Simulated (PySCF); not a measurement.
# Dipole response of Dy⁺ (dysprosium, charge +1)

[Xe] 4f10 6s1, one real determinant. Computed with PySCF 2.14 in ANO-RCC-VTZP, with scalar relativity by spin-free X2C-1e. Coupled (time-dependent) response in atomic units; α is the mean over directions. The basis has no added diffuse functions, which lowers α and C₆.

| method | mean α (bohr³) | α xx, yy, zz | C₆ (like pair) | S(−4) |
| --- | --- | --- | --- | --- |
| B3LYP | 64.36 | 64.61, 64.61, 63.85 | 520.9 | 3079 |

S(−4) is the Cauchy moment in α(ω) = α(0) + S(−4) ω² + …

Spin-orbit coupling is absent.

α(iu) at B3LYP:

| u (hartree) | α(iu) (bohr³) |
| --- | --- |
| 0 | 64.36 |
| 0.0500 | 57.59 |
| 0.100 | 44.35 |
| 0.200 | 24.87 |
| 0.300 | 15.93 |
| 0.500 | 9.173 |
| 0.750 | 6.153 |
| 1.00 | 4.652 |
| 1.50 | 3.064 |
| 2.00 | 2.224 |
| 3.00 | 1.365 |
| 5.00 | 0.6840 |

For an ion, C₆ is the dispersion term alone; charge-induced terms of lower order in 1/R come first.

The components differ because the open shell of this determinant is not spherical; for a pure term their mean is the scalar polarisability.

⟨L²⟩ = 34.01 against 42 for a pure I term, so this real determinant mixes terms. Spin-orbit coupling, absent here, splits the open shell strongly.
